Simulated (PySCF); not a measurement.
CH6AlNO2, SMILES C[NH][Al]([OH])[OH].

The structure is a stationary point at B3LYP-D3(BJ)/def2-SVP. The structure was generated by enumeration; whether it is a known compound was not checked. One conformer was computed; it need not be the lowest.

These are TDA-M06-2X/def2-SVPD run with PySCF values and carry that method's errors.

Vertical excitations. Isolated molecule, no solvent. State labels are in the subgroup Cs.

Computed excitation energies, oscillator strengths and character:
```json
[
 {"state": "S1", "symmetry": "A\"", "energy (eV)": "5.30", "λ (nm)": "234", "f": "0.018", "main pairs": "HOMO→LUMO 89 %"},
 {"state": "S2", "symmetry": "A\"", "energy (eV)": "6.72", "λ (nm)": "185", "f": "0.000", "main pairs": "HOMO→LUMO+2 66 %, HOMO→LUMO+4 17 %"},
 {"state": "S3", "symmetry": "A\"", "energy (eV)": "6.89", "λ (nm)": "180", "f": "0.004", "main pairs": "HOMO→LUMO+1 73 %"},
 {"state": "S4", "symmetry": "A'", "energy (eV)": "7.36", "λ (nm)": "168", "f": "0.130", "main pairs": "HOMO→LUMO+3 91 %"},
 {"state": "S5", "symmetry": "A\"", "energy (eV)": "7.44", "λ (nm)": "167", "f": "0.001", "main pairs": "HOMO−1→LUMO 77 %"},
 {"state": "S6", "symmetry": "A\"", "energy (eV)": "7.79", "λ (nm)": "159", "f": "0.030", "main pairs": "HOMO→LUMO+4 46 %, HOMO→LUMO+5 28 %, HOMO→LUMO 8 %, HOMO→LUMO+7 7 %"},
 {"state": "S7", "symmetry": "A'", "energy (eV)": "7.96", "λ (nm)": "156", "f": "0.109", "main pairs": "HOMO−2→LUMO 71 %, HOMO−5→LUMO 12 %"},
 {"state": "S8", "symmetry": "A\"", "energy (eV)": "7.97", "λ (nm)": "156", "f": "0.000", "main pairs": "HOMO→LUMO+5 43 %, HOMO→LUMO+4 22 %, HOMO→LUMO+1 9 %, HOMO→LUMO+2 8 %"},
 {"state": "S9", "symmetry": "A\"", "energy (eV)": "8.10", "λ (nm)": "153", "f": "0.170", "main pairs": "HOMO−3→LUMO 65 %, HOMO−1→LUMO+1 17 %"},
 {"state": "S10", "symmetry": "A'", "energy (eV)": "8.25", "λ (nm)": "150", "f": "0.083", "main pairs": "HOMO−4→LUMO 75 %"},
 {"state": "T1", "symmetry": "A\"", "energy (eV)": "5.05", "λ (nm)": "245", "f": "0", "main pairs": "HOMO→LUMO 82 %"},
 {"state": "T2", "symmetry": "A'", "energy (eV)": "6.28", "λ (nm)": "197", "f": "0", "main pairs": "HOMO→LUMO+3 92 %"},
 {"state": "T3", "symmetry": "A\"", "energy (eV)": "6.65", "λ (nm)": "186", "f": "0", "main pairs": "HOMO→LUMO+2 67 %, HOMO→LUMO+4 18 %"},
 {"state": "T4", "symmetry": "A\"", "energy (eV)": "6.84", "λ (nm)": "181", "f": "0", "main pairs": "HOMO→LUMO+1 67 %, HOMO−1→LUMO 10 %"}
]
```
Triplets are in the Tamm–Dancoff approximation.
